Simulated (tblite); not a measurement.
Run record: tight-binding relaxation, `CB(C)N(C)[SiH2][SiH3]`.

Computed with GFN2-xTB geometry optimisation, gas phase (tblite 0.8.0). Start geometry: from a force field or distance geometry. A driver script takes a list of jobs; this job's settings line and coordinates (Å) are shown.

Command:
```bash
OMP_NUM_THREADS=1 python probes_run.py task.json out
```

Input:
```
{"job": {"kind": "relax", "xc": "GFN2-xTB", "basis": "xTB"}, "charge": 0, "multiplicity": 1}
C     -2.447800    -0.512500    -0.129800
B     -0.991600     0.083600    -0.019800
C     -0.876000     1.655900     0.033400
N      0.154000    -0.854500    -0.280000
C     -0.217100    -2.206600     0.175100
Si     1.661300    -0.444600     0.568400
Si     2.472100     1.516000    -0.156500
H     -3.033800     0.093700    -0.844600
H     -2.952500    -0.413900     0.853300
H     -2.390600    -1.547000    -0.494000
H     -0.276000     1.995800     0.902700
H     -0.454700     2.075400    -0.886000
H     -1.909400     2.129700     0.141300
H     -0.700900    -2.748800    -0.682500
H     -0.878000    -2.068300     1.036900
H      0.716000    -2.707600     0.499800
H      1.514200    -0.447700     2.042700
H      2.593400    -1.572400     0.255100
H      2.050100     2.609500     0.764700
H      2.017300     1.822500    -1.499000
H      3.941100     1.558800    -0.127100
```

Output:
```
step      E/eV     max force
  0    -576.17637    2.756
  1    -576.42823    1.871
  2    -576.62135    1.122
  3    -576.70055    0.709
  4    -576.77768    0.687
  5    -576.82755    0.747
  6    -576.90316    0.773
  7    -576.95212    0.587
  8    -576.99003    0.438
  9    -577.01253    0.343
... (161 lines left out)
171    -577.19474    0.021
172    -577.19486    0.027
173    -577.19500    0.029
174    -577.19513    0.037
175    -577.19531    0.033
176    -577.19545    0.026
177    -577.19553    0.023
178    -577.19559    0.019
179    -577.19565    0.011
180    -577.19568    0.010
```

«max force» is the largest atomic force in eV/Å.

Problem. From which step on does the largest force stay under 0.1 eV/Å, and how much energy is left to gain from there?

Solution. From step 114 (0.083 eV/Å), 12.7 meV above the end.

Summary of the converged run: energy lowered by 23.5 kcal/mol over 180 steps; largest atomic force 0.010 eV/Å at the end.

Problem. Where do the atoms end?

Solution. 0.609 Å rms from the input after alignment:
```
atom  x, y, z in Å
C1    -2.4445   -0.4945   -0.3946
B2    -1.0781    0.0905    0.1710
C3    -0.9569    1.6488    0.4567
N4     0.0212   -0.7600    0.4004
C5    -0.1257   -2.1811    0.1271
Si6    1.5847   -0.1797    0.9579
Si7    2.5225    1.3365   -0.5098
H8    -3.1668    0.2828   -0.6328
H9    -2.9167   -1.1594    0.3291
H10   -2.2944   -1.0864   -1.2968
H11   -0.3188    1.8867    1.3052
H12   -0.5295    2.1541   -0.4098
H13   -1.9259    2.1103    0.6375
H14   -0.2754   -2.3584   -0.9407
H15   -0.9869   -2.5860    0.6602
H16    0.7585   -2.7298    0.4433
H17    1.4059    0.3132    2.3367
H18    2.3965   -1.4013    1.1013
H19    2.5526    2.6973    0.0365
H20    1.8482    1.4280   -1.8107
H21    3.9206    1.0055   -0.8134
```

Problem. Estimate the wall time. Hardware: an Arm Neoverse N1 with one thread, shared host with 64 logical CPUs at a one-minute load of 59.

Solution. About 2.5 s.
Labels such as C1 count atoms from 1, the log's own numbers from 0.
